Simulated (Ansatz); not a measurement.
Ideal-gas functions of ClF2HSeTi, SMILES `[F][Ti]([F])([Cl])[SeH]` at 400 K and 1 bar, from an Ansatz frequency run at PBE0-D4/def2-TZVP.

Molar mass 201.28 g/mol, point group C1 (symmetry number 1), electronic degeneracy 1, moments of inertia 227.686, 485.36, 548.877 u Å². Harmonic wavenumbers (cm⁻¹, unscaled): 100, 110, 141, 160, 178, 197, 338, 459, 488, 759, 811, 2420.

Use S(trans) = R[1.5 ln M + 2.5 ln T − 1.1517]; rotational temperatures θ = 24.2544 K / I; S(rot) = R[ln(√π/σ · √(T³/θAθBθC)) + 1.5]; for each mode x = 1.438777 ν̃/T, S = R[x/(eˣ − 1) − ln(1 − e⁻ˣ)] and H = RT x/(eˣ − 1); 1 cm⁻¹ = 0.0119627 kJ/mol; R = 8.31446 J/(mol·K).

Question: By hand: the entropy, in J/(mol·K).

Answer: Translation 181.1. Rotation: θ = 0.1065, 0.05, 0.0442 K, giving 126.7. Vibration, mode by mode: 16.86, 16.08, 14.05, 13.02, 12.16, 11.35, 7.18, 5.03, 4.63, 2.14, 1.85, 0.01, in all 104.4. Electronic 0.0. Sum 412.2 J/(mol·K).

Question: By hand: H − E and G − E in kJ/mol, counted from the electronic energy.

Answer: Zero-point energy ½ × 6161 × 0.0119627 = 36.9; thermal vibration 20.6; translation, rotation and pV give 4 RT = 13.3. H − E = 70.8 kJ/mol, and G − E = 70.8 − 400 × 412.2/1000 = -94.1 kJ/mol.

Vibration gives 25 % of the entropy, 47.0 J/(mol·K) of it from the modes under 150 cm⁻¹: soft modes count most, and the harmonic formula is weakest for them. The sum counts one conformer and one mirror image; others add a mixing term.
